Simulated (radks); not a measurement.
Initial-state core-level shifts of the neodymium ion Nd3+ when its valence configuration changes from [Xe] 4f3. All-electron calculation, non-relativistic Kohn-Sham, BLYP, spin-polarised, spherical densities, point nucleus; open shells are filled with parallel spins first (spin-orbit coupling, left out, can overturn this in heavy ions); relativity is left out, which matters for an element this heavy. Program: a radial shooting solver on a logarithmic mesh with Libxc functionals. Shifts are changes of the shell-averaged eigenvalues in eV (positive: less bound); the change of the density at the nucleus, which sets a Mossbauer isomer shift, is in e/bohr^3, on a base of 1.534e+05.

valence           2s       3p       3d       4s  density at nucleus
4f2 5d1       -9.276  -10.520  -10.376   -9.187               +9.69
4f2 6s1      -12.980  -14.128  -14.007  -12.711              +25.20
4f2 6p1      -13.797  -14.950  -14.830  -13.530              +11.98
6s1 6p2      -44.239  -48.123  -47.746  -42.300              +57.26
4f2.5 6p0.5   -6.726   -7.281   -7.222   -6.634               +5.75
4f2.5 5d0.5   -4.531   -5.131   -5.061   -4.516               +4.70
